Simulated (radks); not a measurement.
The numbers below are computed, except where a source is named.
Coulomb parameter of the 4f shell of the dysprosium ion Dy2+ in the model configuration [Xe] 4f9 5d1, as a second difference U = [E(n + 0.25) + E(n - 0.25) - 2 E(n)] / (0.25)^2 with all orbitals relaxed. "Bare": the charge of the atom changes with n. "Screened": the 5d shell takes up the change at fixed total charge, which measures U(4f,4f) + U(5d,5d) - 2 U(4f,5d). Code: a radial shooting solver on a logarithmic mesh with Libxc functionals. Model: scalar-relativistic Kohn-Sham, PBEsol, spin-unpolarised, spherical densities, point nucleus.

case                 configuration  E - E(n) (eV)
start                 [Xe] 4f9 5d1          0.000
bare +0.25         [Xe] 4f9.25 5d1         -5.296
bare -0.25         [Xe] 4f8.75 5d1          6.376
screened +0.25  [Xe] 4f9.25 5d0.75         -1.890
screened -0.25  [Xe] 4f8.75 5d1.25          2.203

U(bare) = 17.273 eV, U(screened by 5d) = 4.997 eV, against the Slater integral F0(4f,4f) = 31.296 eV with frozen orbitals.
